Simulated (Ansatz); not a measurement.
An input meant for `CCCCCCCCCCCC[Si](C)(C)Cl` with charge +1 (charge 1, doublet).

```yaml
crystal:
  periodic: [false, false, false]
  atoms:
    - {symbol: C, position_ang: [7.353390, 0.888131, 0.384643]}
    - {symbol: C, position_ang: [6.214622, -0.129574, 0.292384]}
    - {symbol: C, position_ang: [4.951886, 0.422257, -0.378295]}
    - {symbol: C, position_ang: [3.806053, -0.591603, -0.466162]}
    - {symbol: C, position_ang: [2.561628, -0.092804, -1.216281]}
    - {symbol: C, position_ang: [1.887536, 1.156261, -0.624151]}
    - {symbol: C, position_ang: [1.455737, 1.034114, 0.846830]}
    - {symbol: C, position_ang: [0.506415, -0.131718, 1.161519]}
    - {symbol: C, position_ang: [-0.821723, -0.099517, 0.396973]}
    - {symbol: C, position_ang: [-1.784441, -1.219494, 0.805093]}
    - {symbol: C, position_ang: [-3.102779, -1.257498, 0.016789]}
    - {symbol: C, position_ang: [-4.003981, -0.028170, 0.216134]}
    - {symbol: Si, position_ang: [-5.667779, -0.093766, -0.675953]}
    - {symbol: C, position_ang: [-6.647739, 1.489019, -0.396322]}
    - {symbol: C, position_ang: [-4.965465, -0.242165, -2.693621]}
    - {symbol: Cl, position_ang: [-5.265465, -0.242165, -2.743621]}
    - {symbol: H, position_ang: [8.252173, 0.459599, 0.873219]}
    - {symbol: H, position_ang: [7.049121, 1.781808, 0.969655]}
    - {symbol: H, position_ang: [7.658239, 1.244088, -0.622217]}
    - {symbol: H, position_ang: [5.954690, -0.494147, 1.311792]}
    - {symbol: H, position_ang: [6.560277, -1.029128, -0.265210]}
    - {symbol: H, position_ang: [4.616493, 1.326909, 0.177113]}
    - {symbol: H, position_ang: [5.205667, 0.779634, -1.403176]}
    - {symbol: H, position_ang: [3.525920, -0.914175, 0.562137]}
    - {symbol: H, position_ang: [4.178660, -1.511626, -0.969115]}
    - {symbol: H, position_ang: [2.840773, 0.125040, -2.271253]}
    - {symbol: H, position_ang: [1.821597, -0.921281, -1.273082]}
    - {symbol: H, position_ang: [2.570320, 2.028460, -0.719321]}
    - {symbol: H, position_ang: [1.005260, 1.410482, -1.250999]}
    - {symbol: H, position_ang: [0.968171, 1.987196, 1.151075]}
    - {symbol: H, position_ang: [2.357406, 0.945531, 1.492105]}
    - {symbol: H, position_ang: [0.291714, -0.130992, 2.253448]}
    - {symbol: H, position_ang: [1.016949, -1.101531, 0.965171]}
    - {symbol: H, position_ang: [-0.633640, -0.171119, -0.697852]}
    - {symbol: H, position_ang: [-1.303264, 0.891933, 0.554498]}
    - {symbol: H, position_ang: [-2.010346, -1.132113, 1.893040]}
    - {symbol: H, position_ang: [-1.266858, -2.197501, 0.684391]}
    - {symbol: H, position_ang: [-3.661719, -2.174541, 0.306002]}
    - {symbol: H, position_ang: [-2.882993, -1.370734, -1.068216]}
    - {symbol: H, position_ang: [-3.489448, 0.899449, -0.117677]}
    - {symbol: H, position_ang: [-4.222697, 0.119324, 1.300123]}
    - {symbol: H, position_ang: [-7.600126, 1.470996, -0.963513]}
    - {symbol: H, position_ang: [-6.887886, 1.609328, 0.681223]}
    - {symbol: H, position_ang: [-6.068472, 2.375897, -0.723428]}
    - {symbol: H, position_ang: [-7.631875, -1.642507, -0.732384]}
    - {symbol: H, position_ang: [-6.113252, -2.546735, -0.427251]}
    - {symbol: H, position_ang: [-6.878740, -1.605563, 0.899978]}
basis:
  gaussian: {orbitals: cc-pVDZ}
total_charge: 1
magnetization: {spin_polarized: true, initial_magnetization: 1}
hamiltonian: {xc: {name: HF}}
correlation: {method: rpa, electrons: all}
scf: {omitted_lower_state_checks: [starts]}
```

```sh
$ ansatz run in.yaml --threads 2 --pin off --events-out ev --progress --plain --max-ram 32768MiB --backend cuda --devices 0, --max-vram 18GiB
```

Shortened log:

```
Functional definition: HF
3553 factors; integrals over basis functions are off by at most 1.3e-3 eV
mean field evaluation 1: about -34109.7468 eV, gradient 9.8e1 eV
mean field evaluation 2: about -34113.4394 eV, gradient 9.6e1 eV
mean field evaluation 4: about -34138.1583 eV, gradient 4.1e1 eV
mean field evaluation 8: about -34157.7039 eV, gradient 3.0e0 eV
mean field evaluation 16: about -34158.5646 eV, gradient 1.3e-1 eV
a density is far from that of the atoms, so the factors are made again for it
3670 factors; integrals over basis functions are off by at most 1.2e-3 eV
mean field evaluation 32: about -34158.5680 eV, gradient 5.2e-6 eV
mean field -34158.56796456 eV, -1255.3042191885 hartree, gradient 5.2e-6 eV, S^2 2.170515; 1 other end points of the search recorded, 0 dependent functions left out
reference -34158.56796456 eV, -1255.3042191885 hartree; 73, 72 occupied and 314, 315 virtual orbitals, 3670 factors
Total energy: -34230.82172835 eV, -1257.9594960327 hartree
Checks for a lower state left out: starts
```

Task: What is wrong with this run?

Result: One atom was put on top of another. The run converged. The result belongs to that input, not to the species as meant. The charge 1 doublet is spin-contaminated (final ⟨S²⟩ up to 2.17, 0.75 for a pure state).
